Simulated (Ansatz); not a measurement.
Reaction (formal exchange of groups at the Si–P bond): `[SiH3][Si]1(P)CC1` + CH₄ → `C[Si]1([SiH3])CC1` + PH₃

Isolated molecules relaxed with PBE0-D4/def2-TZVP in Ansatz; ΔE leaves out vibrations. CCSD(T)/CBS is the MP2 limit (def2-TZVPP, def2-QZVPP) plus CCSD(T) − MP2 in def2-TZVPP, frozen cores. This one scheme is used for every species. Functionals use def2-TZVPP. B3LYP here is the variant with VWN-RPA as its local correlation; programs differ in this. HSE06 is defined as in plane-wave codes. One conformer a species, not always the lowest.

Question: Is it downhill or uphill in electronic energy at CCSD(T)/CBS, and by how much? (An estimate is asked.)

Answer: The calculation gave: Uphill: ΔE = +8.0 kcal/mol.

Question: What do these levels give: B3LYP-D4, HSE06-D4, BHLYP-D4, ωB97M-V, PBE-QIDH, BLYP, CAM-B3LYP, CCSD/def2-SVP, CCSD(T)/def2-TZVPP, SCS-MP2/def2-QZVPP, HF/CBS(def2), MP2/CBS(def2)? (An estimate is asked.)

Answer: Computed: B3LYP-D4 8.2, HSE06-D4 9.1, BHLYP-D4 7.6, ωB97M-V 6.8, PBE-QIDH 8.2, BLYP 7.5, CAM-B3LYP 6.1, CCSD/def2-SVP 6.8, CCSD(T)/def2-TZVPP 7.4, SCS-MP2/def2-QZVPP 7.6, HF/CBS(def2) 5.3, MP2/CBS(def2) 8.7 kcal/mol.

Largest T1 diagnostic among the species: 0.013.

From BLYP to BHLYP (50 % exact exchange), in def2-TZVPP and without D4, ΔE moves by −1.1 kcal/mol. The D4 term adds +1.0 kcal/mol with B3LYP and +0.6 kcal/mol with PBE0; it sums over pairs of atoms, weighted by their polarisabilities, and B3LYP, whose exchange is more repulsive, gets the larger term.
